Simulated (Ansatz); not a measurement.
Isolated molecules relaxed with PBE0-D4/def2-TZVP in Ansatz; ΔE leaves out vibrations. CCSD(T)/CBS adds triple-zeta CCSD(T) − MP2 to the extrapolated MP2 energy (def2 sets, frozen cores). Functionals use def2-TZVPP. B3LYP here is the variant with VWN-RPA as its local correlation; programs differ in this. For Ge outer-core shells are correlated without core-valence functions, which leaves a few kJ/mol of doubt a bond. Scalar relativity is left out up to krypton. Each species was taken in one conformer, which may not be the lowest.

Consider the redistribution: `[OH][GeH]([F])[SiH2]Cl` + `F[Si](F)([SiH3])Cl` → `[OH][GeH]([F])[SiH3]` + `F[Si](F)(Cl)[SiH2]Cl`.

| level | ΔE (kJ/mol) | difference from CCSD(T)/CBS |
| --- | --- | --- |
| PBE-D4 | 3.9 | 1.8 |
| PBE0-D4 | 2.6 | 0.5 |
| B3LYP-D4 | 1.6 | -0.5 |
| B2PLYP | 1.9 | -0.2 |
| HF/def2-TZVPP | -1.0 | -3.1 |
| MP2/def2-TZVPP | 1.7 | -0.4 |
| CCSD/def2-TZVPP | 1.3 | -0.8 |
| CCSD(T)/def2-TZVPP | 2.0 | -0.1 |
| MP2/CBS(def2) | 1.9 | -0.2 |
| CCSD/CBS(def2) | 1.4 | -0.7 |
| CCSD(T)/CBS | 2.1 | 0 |

Largest T1 diagnostic among the species: 0.013.
